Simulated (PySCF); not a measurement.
# Reading the logs of faulty runs: Ge2H5N2

These are calculations, not measurements. The program is PySCF 2.14.0, an open-source quantum chemistry code, run on an isolated molecule that a program drew, which may never have been made. The molecule is Ge2H5N2 (charge 0, doublet), drawn as the SMILES string `[NH]=[GeH][NH][GeH2]`.

Each row is a Hartree-Fock (HF) and frozen-core CCSD(T) single point in the cc-pVDZ basis, meant for a local HF minimum. Run 1 is clean. Each other run has one planted mistake out of seven kinds, and not every kind appears here: one electron removed, one electron added, multiplicity raised by two, geometry at a saddle point, minimal basis STO-3G, one bond length entered in bohr, all coordinates scaled. The reference is restricted for singlets and unrestricted otherwise, and also for a bond in bohr. Adding or removing an electron swaps singlet and doublet. Electrons count all cores. HOMO and LUMO are orbital energies over both spins, the gradient is its largest component, and the lowest frequency (negative if imaginary) is given only where the gradient is small. Bond lengths are over the 8 bonds as drawn. T1 is the CCSD diagnostic: over 0.02 (restricted) or 0.045 (unrestricted) a single reference is doubtful. Germanium has the cc-pVDZ-PP basis, with a core potential (ECP10MDF) in place of its 10 inner electrons, and its 3s, 3p and 3d shells are frozen in CCSD(T).

Geometry of the clean run:
```xyz
9
Ge2H5N2, angstrom
N     1.4598    0.3333    0.8222
Ge    0.6722   -0.8311    1.7445
N    -1.0953   -1.0353    1.5236
Ge   -2.2108   -0.0522    0.4058
H     2.4541    0.3638    0.9945
H     1.1560   -1.8179    2.8060
H    -1.5587   -1.6483    2.1702
H    -3.5224   -0.8574    0.3207
H    -1.5398    0.0869   -0.9644
```

```
run,electrons,basis functions,<S^2>,HOMO (eV),LUMO (eV),gradient (hartree/bohr),lowest frequency (cm^-1),mean bond (Å),longest bond (Å),T1,HF (hartree),CCSD(T) (hartree),mistake
1,83,99,0.755,-8.47,1.24,2.7e-05,91,1.4937,1.860,0.0213,-698.49237,-699.06790,no fault
2,83,99,0.966,-8.77,0.84,2.3e-02,-,1.6641,2.895,0.0369,-698.41964,-698.98999,one bond length entered in bohr
3,83,99,0.754,-8.17,1.65,8.5e-02,-,1.3876,1.728,0.0174,-698.43248,-698.98759,all coordinates scaled
4,83,99,3.785,-5.41,0.75,1.1e-01,-,1.4937,1.860,0.0195,-698.40338,-698.93120,multiplicity raised by two
5,82,99,0.000,-13.51,-6.69,8.4e-02,-,1.4937,1.860,0.0397,-698.21173,-698.79800,?
```

**Which mistake was planted in run 5, and what did it cost?**

It counts 82 electrons, one fewer than the clean run, at the same geometry and basis. So the mistake is: one electron removed. Subtracting run 1 and multiplying by 627.51 kcal/mol a hartree, the energy moved by 176.1 kcal/mol in HF and 169.4 kcal/mol in CCSD(T).

Cautions from the logs. Run 5: T1 is over the limit, so its CCSD(T) energy is less reliable.
